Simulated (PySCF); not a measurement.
Compound: C7H15NO2.
SMILES with atom numbers: `[CH3:1][CH2:2][CH2:3][C@:4]([CH3:5])([O:6][CH3:7])[C:8]([NH2:9])=[O:10]` (hydrogens: H11, H12, H13 on C1; H14, H15 on C2; H16, H17 on C3; H18, H19, H20 on C5; H21, H22, H23 on C7; H24, H25 on N9)

Cartesian coordinates in Å at the PBE0-D3(BJ)/def2-SVP level; atoms count from 1:
```
atom  x, y, z in Å
C1     2.605   -0.644    0.025
C2     1.238   -0.470   -0.617
C3     0.207    0.078    0.358
C4    -1.221    0.209   -0.188
C5    -2.153    0.672    0.924
O6    -1.559   -1.067   -0.712
C7    -2.913   -1.320   -0.968
C8    -1.209    1.275   -1.305
N9    -1.169    0.773   -2.561
O10   -1.202    2.463   -1.050
H11    2.994    0.314    0.405
H12    3.340   -1.042   -0.690
H13    2.559   -1.341    0.878
H14    0.878   -1.436   -1.007
H15    1.324    0.204   -1.486
H16    0.155   -0.580    1.242
H17    0.515    1.074    0.715
H18   -2.167   -0.069    1.738
H19   -1.791    1.632    1.311
H20   -3.180    0.834    0.567
H21   -2.963   -2.279   -1.504
H22   -3.507   -1.413   -0.043
H23   -3.375   -0.541   -1.604
H24   -1.075   -0.224   -2.697
H25   -1.066    1.414   -3.336
```

Level: PBE0/pcSseg-1 in PySCF, non-relativistic, on one gas-phase PBE0-D3(BJ)/def2-SVP geometry that isn't relaxed in the solvent. The solvent is an IEF-PCM continuum (Bondi radii, 1.10 Å for H, scaled by 1.2). Only the electrostatic response of the medium enters.

Gas phase at PBE0/pcSseg-1: HOMO -6.90 eV, LUMO 0.81 eV, dipole 2.95 D.

Question: What does the continuum do to the energy, the frontier levels and the dipole at PBE0/pcSseg-1 in chloroform and tetrahydrofuran?

Answer: 
```json
{"solvent": "chloroform", "ε": "4.711", "E(solvent) − E(gas) (kcal/mol)": "-6.18", "polarisation term (kcal/mol)": "-6.87", "distortion of the solute (kcal/mol)": "0.69", "HOMO (eV)": "-7.00", "LUMO (eV)": "0.75", "dipole (D)": "3.59"}
{"solvent": "tetrahydrofuran", "ε": "7.426", "E(solvent) − E(gas) (kcal/mol)": "-7.09", "polarisation term (kcal/mol)": "-8.00", "distortion of the solute (kcal/mol)": "0.91", "HOMO (eV)": "-7.02", "LUMO (eV)": "0.73", "dipole (D)": "3.70"}
```

The first energy column is the sum of the next two and covers electrostatics alone. From chloroform to tetrahydrofuran the lowering changes by a factor 1.15, Onsager's factor (ε − 1)/(2ε + 1) by 1.14 and ε itself by 1.6.

Question: Which radius a makes the point-dipole formula ΔE = −[(ε − 1)/(2ε + 1)]·μ²/a³ give the value in tetrahydrofuran, with the gas-phase dipole?

Answer: μ = 1.162 au and |ΔE| = 0.01130 Eh give a = 1.93 Å; the farthest nucleus lies 4.06 Å from the centroid of the nuclei, so such a sphere wouldn't even hold the nuclei. The formula assumes a rigid point dipole at the centre of a sphere.

Question: Give the dipole vector in the frame of the coordinates (D, pointing from negative to positive charge), gas and tetrahydrofuran.

Answer: Gas (-0.66, -2.62, -1.20), solvent (-0.81, -3.26, -1.55). Its length changes by +25 % and its direction by less than 1°.

Question: Which IAO charges (PBE0/pcSseg-1) respond most in chloroform (means over atoms taken as equivalent)?

Answer: 
| atoms | environment | gas (e) | solvent (e) | change |
| --- | --- | --- | --- | --- |
| O10 | amide oxygen | -0.510 | -0.550 | -0.040 |
| H25 | amide N–H hydrogen | +0.283 | +0.294 | +0.011 |
| H24 | amide N–H hydrogen | +0.284 | +0.295 | +0.011 |
| N9 | amide nitrogen | -0.502 | -0.495 | +0.007 |
| O6 | ether oxygen | -0.403 | -0.409 | -0.006 |
| C8 | amide carbonyl carbon | +0.417 | +0.422 | +0.005 |
| H21/H22/H23 | methyl hydrogen | +0.133 | +0.137 | +0.004 |
| C7 | methoxy carbon | -0.202 | -0.205 | -0.003 |

Question: How do the nuclear quadrupole coupling constants eQVzz/h respond in chloroform?

Answer: 
```json
{"nucleus": "17O at O6", "Q (barn)": "-0.0256", "gas (MHz)": "-12.08", "solvent (MHz)": "-12.02", "η gas": "0.90", "η solvent": "0.90"}
{"nucleus": "14N at N9", "Q (barn)": "0.02044", "gas (MHz)": "-4.32", "solvent (MHz)": "-4.04", "η gas": "0.11", "η solvent": "0.13"}
{"nucleus": "17O at O10", "Q (barn)": "-0.0256", "gas (MHz)": "9.56", "solvent (MHz)": "9.27", "η gas": "0.03", "η solvent": "0.12"}
```
